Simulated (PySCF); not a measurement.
Compound: C₄H₉ClOSi.
Atom-mapped SMILES: `[Cl:1][C@H:2]1[CH2:3][O:4][CH2:5][CH2:6][SiH2:7]1` (hydrogens: H8 on C2; H9, H10 on C3; H11, H12 on C5; H13, H14 on C6; H15, H16 on Si7)

The same species was optimised twice, with GFN2-xTB and with PBE0-D3(BJ)/def2-SVP (PySCF), and the same property calculations (PySCF, gas phase) were run on both structures.

```tsv
coordinate	GFN2-xTB	PBE0-D3(BJ)/def2-SVP	change
C2–Si7 (Å)	1.914	1.897	-0.017
C6–Si7 (Å)	1.903	1.889	-0.014
Cl1–C2 (Å)	1.787	1.795	+0.008
C3–O4 (Å)	1.405	1.399	-0.006
C2–C3 (Å)	1.528	1.532	+0.004
O4–C5 (Å)	1.410	1.407	-0.003
C5–C6 (Å)	1.531	1.530	-0.001
Cl1–C2–Si7 (°)	110.5	111.7	+1.2
C2–Si7–C6 (°)	100.7	101.7	+1.0
Cl1–C2–C3 (°)	108.8	109.8	+1.0
C3–C2–Si7 (°)	110.4	109.6	-0.8
C2–C3–O4 (°)	112.1	111.6	-0.5
C3–O4–C5 (°)	114.8	115.3	+0.5
O4–C5–C6 (°)	113.5	113.2	-0.3
C5–C6–Si7 (°)	109.6	109.6	0.0
```

Rotational constants: A = 3021, B = 1302, C = 968.5 MHz (GFN2-xTB) against A = 3062, B = 1289, C = 964.4 MHz (PBE0-D3(BJ)/def2-SVP). Point groups within 0.08 Å: C1 and C1.

On the GFN2-xTB structure: isotropic polarisability (au) 88.5 [wB97X-D/def2-SVPD]; HOMO (eV) -9.51 [wB97X-D/def2-SVPD]; LUMO (eV) 1.89 [wB97X-D/def2-SVPD]; dipole (D) 2.25 [wB97X-D/def2-SVPD]; HOMO (eV) -7.58 [PBE0/pcSseg-1]; LUMO (eV) 0.49 [PBE0/pcSseg-1]; dipole (D) 2.23 [PBE0/pcSseg-1]; GIAO shielding of Cl1 (ppm) 864.7 [PBE0/pcSseg-1]; GIAO shielding of C2 (ppm) 145.6 [PBE0/pcSseg-1]; GIAO shielding of C3 (ppm) 108.3 [PBE0/pcSseg-1]; GIAO shielding of O4 (ppm) 271.9 [PBE0/pcSseg-1]; GIAO shielding of C5 (ppm) 115.6 [PBE0/pcSseg-1]; GIAO shielding of C6 (ppm) 172.9 [PBE0/pcSseg-1]; GIAO shielding of Si7 (ppm) 390.6 [PBE0/pcSseg-1].

What do these properties become on the PBE0-D3(BJ)/def2-SVP structure?

| property | level | on GFN2-xTB | on PBE0-D3(BJ)/def2-SVP | change |
| --- | --- | --- | --- | --- |
| isotropic polarisability (au) | wB97X-D/def2-SVPD | 88.5 | 89.5 | +1.0 |
| HOMO (eV) | wB97X-D/def2-SVPD | -9.51 | -9.56 | -0.05 |
| LUMO (eV) | wB97X-D/def2-SVPD | 1.89 | 1.84 | -0.05 |
| dipole (D) | wB97X-D/def2-SVPD | 2.25 | 2.26 | +0.01 |
| energy, GFN2-xTB geometry as zero (kcal/mol) | wB97X-D/def2-SVPD | 0.0 | -0.9 | -0.9 |
| HOMO (eV) | PBE0/pcSseg-1 | -7.58 | -7.64 | -0.06 |
| LUMO (eV) | PBE0/pcSseg-1 | 0.49 | 0.42 | -0.07 |
| dipole (D) | PBE0/pcSseg-1 | 2.23 | 2.23 | 0.00 |
| energy, GFN2-xTB geometry as zero (kcal/mol) | PBE0/pcSseg-1 | 0.0 | -0.7 | -0.7 |
| GIAO shielding of Cl1 (ppm) | PBE0/pcSseg-1 | 864.7 | 859.2 | -5.5 |
| GIAO shielding of C2 (ppm) | PBE0/pcSseg-1 | 145.6 | 143.4 | -2.2 |
| GIAO shielding of C3 (ppm) | PBE0/pcSseg-1 | 108.3 | 108.1 | -0.2 |
| GIAO shielding of O4 (ppm) | PBE0/pcSseg-1 | 271.9 | 272.0 | +0.1 |
| GIAO shielding of C5 (ppm) | PBE0/pcSseg-1 | 115.6 | 115.3 | -0.3 |
| GIAO shielding of C6 (ppm) | PBE0/pcSseg-1 | 172.9 | 171.5 | -1.4 |
| GIAO shielding of Si7 (ppm) | PBE0/pcSseg-1 | 390.6 | 386.9 | -3.7 |

The heavy atoms differ by 0.020 Å rms after alignment. Among bonds between heavy atoms C2–Si7 changes most (-0.017 Å). Changes are differences of the printed values. Neither structure is proved a minimum here.

wB97X-D is run here without its empirical dispersion term; that term would change no orbital, density or response property at a fixed geometry.
